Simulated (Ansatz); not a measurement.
`O[SiH]([SiH3])[AlH][Cl]` + HCl → `O[SiH]([SiH3])Cl` + `[AlH2][Cl]` at 298.15 K and 1 bar (cleavage of the Si–Al bond).

Calculated with Ansatz (gas phase, PBE0-D4/def2-TZVP geometries, no zero-point term in ΔE). CBS: MP2 limit from def2 TZ/QZ plus the TZ coupled-cluster correction, frozen cores. This one scheme is used for every species. One conformer a species, not always the lowest.

```tsv
species	CCSD(T)/CBS energy (Eh)	H − E (kJ/mol)	S (J/(mol·K))
`O[SiH]([SiH3])[AlH][Cl]`	-1358.83204	176.9	424.1
HCl	-460.38127	26.6	186.8
`O[SiH]([SiH3])Cl`	-1116.20942	151.6	352.2
`[AlH2][Cl]`	-703.04476	49.7	253.3
```

H − E and S are ideal-gas, rigid-rotor, harmonic terms from PBE0-D4/def2-TZVP, for one conformer and one mirror image of each species. 1 Eh = 2625.50 kJ/mol, R = 8.31446 J/(mol·K).

Question: By hand: ΔE, ΔH, ΔS and ΔG.

Answer: ΔE = (-1116.20942) + (-703.04476) − (-1358.83204) − (-460.38127) = -0.04087 Eh = -107.3 kJ/mol. Δ(H − E) = 151.6 + 49.7 − 176.9 − 26.6 = -2.2, so ΔH = -109.5 kJ/mol. ΔS = 352.2 + 253.3 − 424.1 − 186.8 = -5.4 J/(mol·K). ΔG = -109.5 − 298.15 × (-5.4)/1000 = -107.9 kJ/mol.

Question: By hand: the equilibrium constant, and the temperature at which ΔG would vanish if ΔH and ΔS stayed fixed.

Answer: log₁₀ K = −ΔG/(RT ln 10) = 18.9. ΔG = 0 at ΔH/ΔS = 20278 K, far beyond where these terms or the molecules hold.

The number of gas molecules stays the same, so ΔS is small and ΔH decides. A doubt of 5 kJ/mol in ΔE shifts log₁₀ K by 0.9 here. Other conformers and mirror images would add mixing entropy, several J/(mol·K) or more a flexible species. Modes under 60 cm⁻¹, often nearly free rotors, make the harmonic entropy too high. These are equilibria of isolated gas molecules and say nothing of rates. Largest T1 diagnostic: 0.012 (customary marks: 0.02 for closed shells, 0.045 for open ones).
